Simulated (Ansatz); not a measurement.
Basis-set extrapolation for `BB[SiH](O)C=N` (PBE0-D4/def2-TZVP geometry, frozen core, Ansatz). Multiplicity 1, RHF reference.

|  | def2-TZVPP | def2-QZVPP |
| --- | --- | --- |
| HF | -509.629305 | -509.648633 |
| MP2 correlation | -0.910637 | -0.976612 |
| CCSD(T) correlation | -1.006188 | not run |

Energies in hartree. Use E(X) = E(∞) + A·exp(−7.88·√X) for Hartree–Fock and E(X) = E(∞) + B·X^(−2.97) for correlation, with X = 3 and 4, and add CCSD(T) minus MP2 of the smaller set to the MP2 limit.

**Question.** What is the CCSD(T) energy at the basis-set limit?

**Answer.** HF limit: -509.648633 + (-0.019328) × 0.13774 = -509.65130. MP2 limit: -0.976612 + (-0.065975) × 0.74074 = -1.02548. Higher-order term: -1.006188 − (-0.910637) = -0.09555. Total: -510.77233 hartree, 85.9 kcal/mol below CCSD(T)/def2-TZVPP.
